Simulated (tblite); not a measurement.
C7H8FS (doublet state).
Atom-mapped SMILES: `[CH3:1]/[CH:2]=[C:3]\[CH2:4][CH2:5][C:6]([F:7])=[C:8]=[S:9]` (hydrogens: H10, H11, H12 on C1; H13 on C2; H14, H15 on C4; H16, H17 on C5)

Structure optimised with GFN2-xTB, isolated species. This method treats the open shell by occupation alone, without spin polarisation.

Task: What internal coordinates does the optimisation give?

Result: 
| bond | length (Å) | order |
| --- | --- | --- |
| C1–C2 | 1.516 | single |
| C2=C3 | 1.288 | double |
| C3–C4 | 1.436 | single |
| C4–C5 | 1.560 | single |
| C5–C6 | 1.499 | single |
| C6–F7 | 1.367 | single |
| C6=C8 | 1.304 | double |
| C8=S9 | 1.565 | double |
| C1–H10, C1–H11, C1–H12 | 1.087 | single |
| C2–H13 | 1.088 | single |
| C4–H14, C4–H15 | 1.094 | single |
| C5–H16, C5–H17 | 1.091 | single |

Bonds in one row agree within 0.01 Å and their mean is given. Orders are formal, as drawn. A selection of angles:
| angle | degrees |
| --- | --- |
| C1–C2–C3 | 128.2 |
| C2–C3–C4 | 155.7 |
| C3–C4–C5 | 111.6 |
| C4–C5–C6 | 110.3 |
| C5–C6–F7 | 113.6 |
| C5–C6–C8 | 124.5 |
| F7–C6–C8 | 121.9 |
| C6–C8–S9 | 172.0 |

Dihedral angles: C1–C2–C3–C4 1° (synperiplanar); C2–C3–C4–C5 3° (synperiplanar); C3–C4–C5–C6 176° (antiperiplanar); C4–C5–C6–F7 -67° (synclinal). The mirror-image conformer, all signs reversed, is as good.

The 6 C–C bonds span 1.288 Å (C2=C3, drawn double) to 1.560 Å (C4–C5, drawn single), a spread of 0.272 Å. Of the pairs four or more bonds apart, F7···H14 is among the closest relative to their van der Waals radii: 2.64 Å, 99 % of the sum of Bondi's values. C3 (carbon bonded to 2 C) is bent (angle 155.7°). C6 (carbon bonded to 2 C and F) is planar (angles 124.5°, 121.9° and 113.6°, sum 360.0°, 0.01 Å off the plane of its three neighbours). C2 (carbon bonded to 2 C and H) is planar (angles 128.2°, 119.3° and 112.5°, sum 360.0°, 0.00 Å off the plane of its three neighbours).

Point group: C1 (no symmetry element, even within 0.4 Å). Its GFN2-xTB frequencies are all real (lowest 29 cm⁻¹). 3 starts were optimised and ended at 0.00, 1.17 and 1.93 kcal/mol (GFN2-xTB); the lowest of these is shown.

These are computed values.
